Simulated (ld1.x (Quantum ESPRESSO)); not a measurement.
# antimony, TM: configuration errors across variants

```json
{
 "Element": "antimony (Sb)",
 "Generator": "ld1.x (Quantum ESPRESSO) 7.5",
 "Type": "norm-conserving Troullier–Martins (Kleinman–Bylander form)",
 "Functional": "PW91",
 "Relativity": "scalar-relativistic",
 "Frozen core": "[Kr]",
 "Valence charge": "15",
 "Reference configuration": "4d10 5s2 5p3",
 "Partial waves": "5s (bound): rc 1.85 bohr; 5p (bound): rc 2.20 bohr; 4d (bound): rc 0.85 bohr",
 "Local potential": "the d channel",
 "Core correction": "a·sin(br)/r model core, default radius (core density twice the valence density)"
}
```

All-electron excitation energies from the reference (eV): (1) 4d10 5s2 5p2 8.375; (2) 4d10 5s2 5p1 24.422; (3) 4d10 5s2 5p0 48.930; (4) 4d10 5s1 5p0 93.336; (5) 4d10 5s1 5p3 17.133.

The default core radius of the base comes out at 0.61 bohr.

Tests that are not counted but printed errors over 1 eV. “base”: 4d9 5s2 5p3 (solver errors, printed error -116 eV); 4d9 5s2 5p4 (solver errors, printed error -1788 eV). “core correction none”: 4d9 5s2 5p3 (solver errors, printed error -107 eV); 4d9 5s2 5p4 (solver errors, printed error -129 eV). “core correction a·sin(br)/r model core inside 0.36 bohr”: 4d9 5s2 5p3 (solver errors, printed error -1889 eV); 4d9 5s2 5p4 (solver errors, printed error -1796 eV). “core correction a·sin(br)/r model core inside 0.46 bohr”: 4d9 5s2 5p3 (solver errors, printed error -1785 eV); 4d9 5s2 5p4 (solver errors, printed error -1796 eV). “core correction a·sin(br)/r model core inside 0.56 bohr”: 4d9 5s2 5p3 (solver errors, printed error -1781 eV); 4d9 5s2 5p4 (solver errors, printed error -1790 eV).

A true bound ghost makes a file unfit for plane-wave use even where its test errors are small: the radial tests pick states by their node count and pass the ghost by. Where a test does run into it, the solver fails or the error is huge.

Errors AE − PS in meV (a dash: test not solved or not reliable):

| change | (1) | (2) | (3) | (4) | (5) | bound ghosts |
| --- | --- | --- | --- | --- | --- | --- |
| base | -0.7 | -0.3 | -2.2 | -8.6 | -0.2 | s, p |
| core correction none | -0.5 | +2.3 | +13 | +67 | +2.9 | s, p |
| core correction a·sin(br)/r model core inside 0.36 bohr | -0.7 | -0.3 | -2.3 | -8.6 | -0.2 | s, p |
| core correction a·sin(br)/r model core inside 0.46 bohr | -0.7 | -0.3 | -2.3 | -8.6 | -0.2 | s, p |
| core correction a·sin(br)/r model core inside 0.56 bohr | -0.7 | -0.3 | -2.2 | -8.6 | -0.2 | s, p |
| core correction a·sin(br)/r model core inside 0.66 bohr | -0.7 | -0.3 | -2.2 | -8.5 | -0.2 | s, p |
| core correction a·sin(br)/r model core inside 0.94 bohr | -0.7 | -0.3 | -2.2 | -8.4 | -0.2 | s, p |
| core correction a·sin(br)/r model core inside 1.02 bohr | -0.7 | -0.2 | -2.1 | -8.1 | -0.1 | s, p |

Q: Give the same row for: core correction a·sin(br)/r model core inside 0.80 bohr.

A: -0.7, -0.3, -2.2, -8.5, -0.2; bound ghosts: s, p. Not counted: 4d9 5s2 5p3 (solver errors, printed error -1848 eV); 4d9 5s2 5p4 (solver errors, printed error -1785 eV).
